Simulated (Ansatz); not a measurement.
C₂H₆N (SMILES [CH2]CN), doublet, at a GFN2-xTB geometry; Ansatz (a program for electronic structure) with R2SCAN/STO-3G.

Ansatz was given this input:
Ansatz 0.2 input:
```yaml
crystal:
  periodic: [false, false, false]
  atoms:
    - {symbol: C, position_ang: [1.18853712, -0.42423795, -0.00475233]}
    - {symbol: C, position_ang: [0.11863727, 0.59050040, -0.00356732]}
    - {symbol: N, position_ang: [-1.21229979, -0.05001142, 0.00719856]}
    - {symbol: H, position_ang: [1.48344962, -0.89295660, 0.91586697]}
    - {symbol: H, position_ang: [1.45611355, -0.91757714, -0.92112399]}
    - {symbol: H, position_ang: [0.15672993, 1.21860401, -0.89696538]}
    - {symbol: H, position_ang: [0.16753083, 1.22769330, 0.88264099]}
    - {symbol: H, position_ang: [-1.30480657, -0.63928977, 0.82914715]}
    - {symbol: H, position_ang: [-1.31596525, -0.64396854, -0.81003784]}
basis:
  gaussian:
    orbitals: STO-3G
hamiltonian:
  xc: r2scan
magnetization: {spin_polarized: true, initial_magnetization: 1}
```

It wrote (shortened):

```
Functional definition: r2SCAN
290 factors; integrals over basis functions are off by at most 3.4e-5 eV
mean field evaluation 1: about -3611.3967 eV, gradient 8.5e0 eV
mean field evaluation 2: about -3611.5142 eV, gradient 8.0e0 eV
mean field evaluation 4: about -3611.8837 eV, gradient 4.8e-1 eV
mean field evaluation 8: about -3611.8136 eV, gradient 1.5e-2 eV
mean field -3611.81363295 eV, -132.7317028356 hartree, gradient 1.1e-5 eV, S^2 0.756316; 0 other end points of the search recorded, 0 dependent functions left out
reference -3611.81363874 eV, -132.7317030484 hartree; 13, 12 occupied and 8, 9 virtual orbitals, 290 factors
Total energy: -3611.81363874 eV, -132.7317030484 hartree
```
